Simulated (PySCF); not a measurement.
C₂H₄ClNSi, SMILES N#CC[SiH2]Cl. Atoms are numbered in the order given.

```xyz
9

N      2.7582    -0.4601    -0.3156
C      1.8929     0.3133    -0.2323
C      0.7835     1.2416    -0.1478
Si    -0.8890     0.4371    -0.5519
Cl    -1.2837    -1.0173     0.8575
H      0.7331     1.6759     0.8660
H      0.9423     2.0786    -0.8520
H     -1.9331     1.4935    -0.4742
H     -0.8398    -0.1805    -1.9014
```
Charge 0, spin multiplicity 1.

Geometry optimised at r2SCAN-D4/def2-SVP. The structure was generated by enumeration, and PubChem lists no compound with its InChIKey, so it may never have been made. Other conformers were not sampled.

These are PBE/pcSseg-1 run with PySCF values and carry that method's errors.

GIAO shieldings, no solvent; atoms listed in one row are averaged. δ = σ(ref) − σ: ¹⁵N against NH3 (σ = 267.0 ppm); ¹³C against TMS (σ = 182.0 ppm); ²⁹Si against TMS (σ = 335.4 ppm); ³⁵Cl against HCl (σ = 936.5 ppm); ¹H against TMS (σ = 31.49 ppm), references at their B3LYP-D3(BJ)/def2-TZVP geometries, non-relativistic (without spin–orbit terms, shifts of atoms bonded to Cl or Br come out too high).

```
nucleus  atoms  count  δ (ppm)
-------  -----  -----  -------
¹⁵N         N1      1    309.3
¹³C         C2      1    118.0
¹³C         C3      1      9.3
²⁹Si       Si4      1     -4.6
³⁵Cl       Cl5      1    -30.5
¹H          H9      1     5.66
¹H          H8      1     5.51
¹H          H6      1     2.26
¹H          H7      1     1.94
```
